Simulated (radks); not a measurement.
Problem. Neutral dysprosium, configuration [Xe] 4f10 6s2. All-electron calculation, non-relativistic Kohn-Sham, TPSS, spin-polarised, spherical densities, point nucleus; open shells are filled with parallel spins first (spin-orbit coupling, left out, can overturn this in heavy ions); meta-GGA in the generalised Kohn-Sham scheme; relativity is left out, which matters for an element this heavy. Program: a radial shooting solver on a logarithmic mesh with Libxc functionals. Some entries of the table are withheld. Estimate them.

| orbital | occ. | eigenvalue (eV) | r(max) (bohr) |
|---|---|---|---|
| 1s up | 1 | -50237.10 | 0.01523 |
| 1s down | 1 | -50237.10 | 0.01523 |
| 2s up | 1 | -8047.536 | 0.08332 |
| 2s down | 1 | -8047.514 | 0.08332 |
| 2p up | 3 | -7665.903 | 0.06486 |
| 2p down | 3 | -7665.887 | 0.06486 |
| 3s up | 1 | -1782.096 | 0.2313 |
| 3s down | 1 | -1780.425 | 0.2312 |
| 3p up | 3 | -1610.863 | 0.2188 |
| 3p down | 3 | -1609.290 | 0.2187 |
| 3d up | 5 | -1292.997 | 0.1745 |
| 3d down | 5 | -1291.774 | 0.1744 |
| 4s up | 1 | -345.8753 | 0.5268 |
| 4s down | 1 | -342.3922 | 0.5267 |
| 4p up | 3 | -278.0007 | 0.5313 |
| 4p down | 3 | -274.4731 | 0.5311 |
| 4d up | 5 | -156.8727 | 0.5362 |
| 4d down | 5 | -153.2805 | 0.5360 |
| 5s up | 1 | -43.1569 | 1.243 |
| 5s down | 1 | -41.7159 | 1.253 |
| 5p up | 3 | -25.2976 | (1) |
| 5p down | 3 | -24.1901 | (2) |
| 4f up | 7 | -8.2839 | 0.5285 |
| 4f down | 3 | -5.0312 | 0.5298 |
| 6s up | 1 | -3.5258 | 3.806 |
| 6s down | 1 | -3.4419 | 3.858 |

Solution. 
(1) 5p up r(max) (bohr): 1.361
(2) 5p down r(max) (bohr): 1.374
